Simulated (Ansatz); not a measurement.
C3H6FNSi, SMILES `CC[Si]1(F)C=N1`. Charge 0, multiplicity 1.

Cartesian coordinates in Å:
```
C 1.521 0.418 0.171
C 0.694 -0.605 -0.601
Si -1.114 -0.510 -0.228
F -1.886 -1.631 -1.055
C -1.995 0.805 0.537
N -1.717 -0.136 1.380
H 1.399 0.297 1.249
H 2.583 0.314 -0.059
H 1.225 1.440 -0.078
H 1.017 -1.626 -0.369
H 0.828 -0.489 -1.681
H -2.555 1.722 0.734
```

Question: What are the harmonic wavenumbers in cm⁻¹ at PBE0-D4/def2-TZVP (Ansatz, finite differences of forces, unscaled)? (An estimate is asked.)

Answer: Ansatz gave: 66, 130, 174, 256, 276, 294, 349, 610, 692, 746, 824, 874, 953, 968, 1000, 1055, 1212, 1256, 1271, 1411, 1442, 1494, 1496, 1542, 3050, 3055, 3090, 3097, 3127, 3134.

Question: Is this a minimum?

Answer: Yes, all 30 modes are real.

Question: Give the ideal-gas thermochemistry at 298.15 K and 1 bar (rigid rotor, harmonic oscillator; point group C1, symmetry number 1).

Answer: Zero-point energy 232.9 kJ/mol; H(298) − E = 254.7 kJ/mol; entropy 353.6 J/(mol·K), of which translation 166.7, rotation 114.0, vibration 72.9; G(298) − E = 149.3 kJ/mol. Modes under 100 cm⁻¹ are hindered rotations or soft bends, so the harmonic entropy is rough.

Question: And at 400, 500, 600, 800 and 1000 K?

Answer: 
```json
{"T (K)": "400", "H − E (kJ/mol)": "267.3", "S (J/mol/K)": "389.8", "G − E (kJ/mol)": "111.4"}
{"T (K)": "500", "H − E (kJ/mol)": "282.0", "S (J/mol/K)": "422.4", "G − E (kJ/mol)": "70.8"}
{"T (K)": "600", "H − E (kJ/mol)": "298.5", "S (J/mol/K)": "452.5", "G − E (kJ/mol)": "27.0"}
{"T (K)": "800", "H − E (kJ/mol)": "335.8", "S (J/mol/K)": "506.0", "G − E (kJ/mol)": "-69.0"}
{"T (K)": "1000", "H − E (kJ/mol)": "377.4", "S (J/mol/K)": "552.3", "G − E (kJ/mol)": "-174.9"}
```

Question: Rotational constants (cm⁻¹)?

Answer: 0.1376, 0.08557, 0.05849.
